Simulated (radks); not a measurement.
Q: Au7+, 72 electrons, occupied as [Kr] 4d10 4f14 5s2 5p(1/2: 2, 3/2: 3) 5d(3/2: 4, 5/2: 1) (not the ground configuration). Method: Dirac Kohn-Sham, PBE, spin-unpolarised, spherical densities, finite nucleus; Fermi nuclear charge, rms radius 5.4371 fm; computed with a radial shooting solver on a logarithmic mesh with Libxc functionals.

Spin-orbit splittings of the eigenvalues, e(l+1/2) - e(l-1/2), with zeta = 2 splitting/(2l+1) and mean radii in bohr:

| shell | occ. | splitting (eV) | zeta (eV) | <r> j=l-1/2 | <r> j=l+1/2 |
|---|---|---|---|---|---|
| 2p | 6 | 1836 | 1224 | 0.05798 | 0.06653 |
| 3p | 6 | 405.1 | 270.1 | 0.1736 | 0.1892 |
| 3d | 10 | 87.09 | 34.84 | 0.1648 | 0.1696 |
| 4p | 6 | 97.21 | 64.80 | 0.4092 | 0.4432 |
| 4d | 10 | 18.12 | 7.250 | 0.4514 | 0.4625 |
| 4f | 14 | 3.846 | 1.099 | 0.4915 | 0.4981 |
| 5p | 5 | 18.15 | 12.10 | 0.9682 | 1.047 |
| 5d | 5 | ? | ? | 1.244 | 1.272 |

Estimate the 5d splitting.

A: 2.494 eV (zeta = 0.9976 eV).
